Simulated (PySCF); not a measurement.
**Question.** Give a PBE0-D3(BJ)/def2-SVP geometry of `ClC(Cl)(Cl)[C@@H]1C[C@H]2CC[C@H]21`.

**Answer.** 
```xyz
19
C7H9Cl3 angstrom
Cl    -3.5440    0.8772   -0.7970
C     -2.5549   -0.5373   -0.3523
Cl    -2.6129   -1.7176   -1.6914
Cl    -3.2417   -1.3029    1.1027
C     -1.1388   -0.0893   -0.0629
C     -0.3363    0.4474   -1.2716
C      0.7204   -0.6528   -1.0636
C      1.8655   -0.2873   -0.0979
C      1.0483   -0.8463    1.0928
C     -0.1015   -1.2142    0.1369
H     -1.2173    0.6041    0.7890
H     -0.8880    0.3579   -2.2173
H      0.0194    1.4832   -1.1713
H      0.9746   -1.2603   -1.9429
H      2.7954   -0.8418   -0.2882
H      2.1147    0.7846   -0.0565
H      0.7874   -0.1315    1.8885
H      1.5107   -1.7233    1.5673
H     -0.4975   -2.2375    0.1787
```

Orientation and origin are arbitrary. Atoms count from 1 in this order. The C–C distances run from 1.513 Å (C2–C5, drawn single) to 1.559 Å (C7–C10, drawn single), a spread of 0.046 Å. The 4-membered ring C7–C8–C9–C10 has internal angles of 89.7° to 90.2° (sum 360°, against 360° for a flat polygon); it is planar, 0.00 Å rms from its mean plane, widest ring torsion 0°. Of the pairs four or more bonds apart, Cl3···H12 is among the closest relative to their van der Waals radii: 2.75 Å, 93 % of the sum of Bondi's values. The 4-membered ring C5–C6–C7–C10 has internal angles of 89.6° to 90.3°; it is planar, 0.01 Å rms from its mean plane, widest ring torsion 1°.

Bonds between heavy atoms (Å): Cl1–C2 1.782, C2–Cl3 1.786, C2–Cl4 1.782, C2–C5 1.513, C5–C6 1.547, C6–C7 1.540, C7–C8 1.542, C8–C9 1.549, C9–C10 1.540, C5–C10 1.543, C7–C10 1.559.

Computed with PBE0-D3(BJ)/def2-SVP geometry optimisation, gas phase in PySCF 2.14.0.

Point group: C1 (no symmetry element, even within 0.4 Å). Stationary, but not proved a minimum.
